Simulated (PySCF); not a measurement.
# Radial density of Te²⁸⁺ (tellurium, charge +28)

r2SCANh, [Ar] 3d6, high-spin 5D determinant. Computed with PySCF 2.14 in an uncontracted even-tempered set (17 s from 3.9 bohr⁻², ratio 2.5; 11 p from 5 bohr⁻², ratio 2.5; 8 d from 5 bohr⁻², ratio 2.5; 4 f from 21 bohr⁻², ratio 2.7; 3 g from 31 bohr⁻², ratio 2.7), with the non-relativistic Hamiltonian (point nucleus).

| r (bohr) | 4πr²ρ (e/bohr) | 4πr²(ρα − ρβ) |
| --- | --- | --- |
| 0.000425 | 0.2153 | 0.0000 |
| 0.000715 | 0.5910 | 0.0000 |
| 0.00120 | 1.590 | -0.0001 |
| 0.00202 | 4.129 | -0.0002 |
| 0.00340 | 10.12 | -0.0004 |
| 0.00573 | 22.51 | -0.0008 |
| 0.00963 | 42.57 | -0.0015 |
| 0.0162 | 61.97 | -0.0014 |
| 0.0272 | 62.96 | 0.0118 |
| 0.0458 | 58.46 | 0.1814 |
| 0.0771 | 80.67 | 1.6344 |
| 0.130 | 63.78 | 7.9237 |
| 0.218 | 52.64 | 15.8013 |
| 0.367 | 35.44 | 7.6674 |
| 0.617 | 1.874 | 0.3849 |
| 1.04 | 0.004336 | 0.0010 |

A non-relativistic calculation at this Z misses sizeable relativistic shifts. Spin-orbit coupling, absent here, splits the open shell strongly.
